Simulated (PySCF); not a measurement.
Si(Cl)(F)2(SiH3) (ClF2H3Si2), SMILES F[Si](F)(Cl)[SiH3].

The structure is a stationary point at PBE0-D3(BJ)/def2-SVP.

Method: PBE0-D3(BJ)/def2-SVP in PySCF.

Frequencies are harmonic and unscaled.

Question: Estimate the vibrational spectrum. (The exact figures need the calculation; the answer reports its results.)

Answer: 
```csv
mode,ν (cm⁻¹),IR (km/mol),moving atoms (share of kinetic energy)
1,102,0.0,H 96 %
2,106,0.6,"Cl 36 %, Si 34 %, F 18 %, H 12 %"
3,135,1.4,"F 66 %, Si 22 %, H 11 %"
4,226,6.2,"F 57 %, Cl 22 %, Si 18 %"
5,263,34.1,"F 49 %, Si 30 %, Cl 18 %"
6,286,21.9,"F 66 %, Si 23 %, Cl 9 %"
7,443,16.9,"Si 45 %, F 28 %, Cl 22 %"
8,518,25.8,"H 75 %, Si 18 %"
9,525,12.8,"H 82 %, Si 13 %"
10,620,208.8,"Si 67 %, Cl 21 %, H 10 %"
11,853,221.0,"H 67 %, Si 18 %, F 15 %"
12,900,38.5,"F 40 %, Si 31 %, H 29 %"
13,920,10.2,H 92 %
14,926,79.2,H 90 %
15,964,143.0,"F 48 %, Si 46 %"
16,2240,30.2,H 99 %
17,2256,62.5,H 96 %
18,2257,60.8,H 96 %
```
